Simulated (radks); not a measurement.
Ho X, configuration [Kr] 4d10 4f9 5s2 5p1.

All-electron calculation, Dirac Kohn-Sham, relativistic LDA (MacDonald-Vosko exchange, VWN5 correlation), spin-unpolarised, spherical densities, finite nucleus; open shells fill j = l - 1/2 first; Fermi nuclear charge, rms radius 5.2022 fm. Program: a radial shooting solver on a logarithmic mesh with Libxc functionals.

Energy parts (eV):
total: -342147.54
kinetic: 375149.42
electron-nucleus: -836047.80
Hartree: 125168.45
exchange-correlation: -6417.61

Orbitals (lengths in bohr, moments of r in powers of bohr; r(90%) holds 90 % of the orbital's charge):
| orbital | occ. | eigenvalue (eV) | r(90%) |
|---|---|---|---|
| 1s1/2 | 2 | -55210.80 | 0.0377 |
| 2s1/2 | 2 | -9368.128 | 0.137 |
| 2p1/2 | 2 | -8934.479 | 0.121 |
| 2p3/2 | 4 | -8087.431 | 0.130 |
| 3s1/2 | 2 | -2209.359 | 0.338 |
| 3p1/2 | 2 | -2017.553 | 0.330 |
| 3p3/2 | 4 | -1840.475 | 0.349 |
| 3d3/2 | 4 | -1508.563 | 0.321 |
| 3d5/2 | 6 | -1469.649 | 0.326 |
| 4s1/2 | 2 | -554.6345 | 0.746 |
| 4p1/2 | 2 | -478.0518 | 0.768 |
| 4p3/2 | 4 | -437.8059 | 0.811 |
| 4d3/2 | 4 | -310.6574 | 0.876 |
| 4d5/2 | 6 | -303.2337 | 0.891 |
| 4f5/2 | 6 | -148.1185 | 1.13 |
| 4f7/2 | 3 | -146.9159 | 1.14 |
| 5s1/2 | 2 | -181.8557 | 1.63 |
| 5p1/2 | 1 | -157.1778 | 1.75 |
| 5p3/2 | 0 | -149.3286 | 1.82 |

The highest occupied level is 4f7/2 at -146.92 eV. The configuration is held as typed, so some empty levels lie below it. For comparison, the ionisation energy in NIST's Atomic Spectra Database is 173 eV (theoretical). In exact Kohn-Sham theory the highest level is minus the ionisation energy, but local and semilocal functionals leave it too shallow, through self-interaction and a potential that decays too fast; potentials with the right tail come closer. The density falls to 0.001 e/bohr^3 at r = 2.41 bohr. Summed over all electrons, <r^2> = 17.72 bohr^2, which gives a Langevin (diamagnetic) susceptibility term of -14 x 10^-6 cm^3/mol.

Beside tabulated values, note that spin-unpolarised runs miss the spin-polarisation part of the exchange energy of open shells.
